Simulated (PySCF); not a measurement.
Compound: C6H12N2.
Cartesian coordinates in Å at the GFN2-xTB level; atoms count from 1:
```xyz
20
C6H12N2 angstrom
C      3.6761   -0.1162   -0.9496
N      2.8057    0.3608   -0.1706
N      1.5321    0.3927   -0.2959
C      0.6325   -0.3489    0.1838
C     -0.8227    0.0097    0.0778
C     -1.5518   -1.1295   -0.6453
C     -1.3825    0.1556    1.4987
C     -1.0050    1.3169   -0.6911
H      3.4474   -0.7170   -1.8279
H      4.7086    0.0973   -0.7311
H      0.8654   -1.2791    0.7096
H     -2.6150   -0.9105   -0.7094
H     -1.1622   -1.2495   -1.6538
H     -1.4246   -2.0696   -0.1123
H     -0.8763    0.9634    2.0226
H     -2.4463    0.3794    1.4611
H     -1.2430   -0.7641    2.0633
H     -0.4713    2.1221   -0.1944
H     -2.0594    1.5767   -0.7484
H     -0.6130    1.2205   -1.7000
```

Computed at PBE0/pcSseg-1 (PySCF, non-relativistic), with Q(14N) = 0.02044 b: N2, 14N (I = 1): χzz = -5.667 MHz, η = 0.272; N3, 14N (I = 1): χzz = -5.157 MHz, η = 0.276.

Q: Find the zero-field quadrupole resonance frequencies of 14N at N2.

A: From ν± = (3/4)|χ|(1 ± η/3) and ν0 = |χ|η/2: ν+ 4.635 MHz, ν− 3.866 MHz, ν0 0.770 MHz (C=N nitrogen).

Q: Where would the pure quadrupole (NQR) lines of 14N at N3 fall for the rigid, isolated species?

A: From ν± = (3/4)|χ|(1 ± η/3) and ν0 = |χ|η/2: ν+ 4.223 MHz, ν− 3.512 MHz, ν0 0.712 MHz (C=N nitrogen).

In a crystal, neighbours and librations shift these lines. GFN2-xTB bond lengths can be off by several hundredths of an ångström, more for odd bonds, and the gradients follow them. The basis is small and wasn't made for field gradients, so the couplings can be 20 % off.

One conformer stands for the species.
